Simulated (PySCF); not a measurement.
[CuF4]2-: Cu(II) (d9), charge -2. The structure is a PBE0-D3(BJ)/def2-TZVP, IEF-PCM water geometry optimised for multiplicity 2; coordination nearly square planar, point group D2d, metal–donor distances 1.90 Å.

```
5

Cu    0.000    0.000    0.000
F     1.893    0.000    0.132
F    -1.893    0.000    0.132
F     0.000    1.893   -0.132
F     0.000   -1.893   -0.132
```

Method (PySCF 2.14, density fitting): CASSCF(9,5) with orbitals averaged over all microstates of the shell, strongly contracted NEVPT2 on the averaged canonical orbitals; basis x2c-TZVPall; spin-free X2C; IEF-PCM water; spin-orbit coupling by state interaction with the mean-field operator over all roots.

(1) What is the ground state?

(2) Where do the spin-allowed transitions within the shell lie?

(3) What ligand-field parameters describe the result?

(4) What are the magnetic parameters?

No frequencies were computed for the optimised geometry. NEVPT2 lifts 2B1 from 8107 to 10994 cm⁻¹; on the d shell alone such lifts tend to overshoot.

The job took 6.1 s on one thread of Arm Neoverse V2 (shared host), with 172 basis functions and a peak of 0.52 GiB, launched as `OMP_NUM_THREADS=1 python lf_run.py task.json out`.

## Answers

(1) 2B2 (S = 1/2, orbital degeneracy 1), orbital occupations from the lowest 2.0 2.0 2.0 2.0 1.0, by NEVPT2.

(2) By NEVPT2: 2B1 at 10994 cm⁻¹ (910 nm); 2E at 14929 cm⁻¹ (670 nm); 2A1 at 16278 cm⁻¹ (614 nm). The strongest, at 16278 cm⁻¹, has f = 7.9e-06.

(3) At NEVPT2 level: orbital energies 0, 1349, 1349, 5284, 16278 cm⁻¹; ζ = 805 cm⁻¹ (free ion 818).

(4) The ground doublet has g = 2.082, 2.082, 2.526. μeff is 1.99 μB at 300 K and 1.94 μB at 10 K; the spin-only value is 1.73 μB.
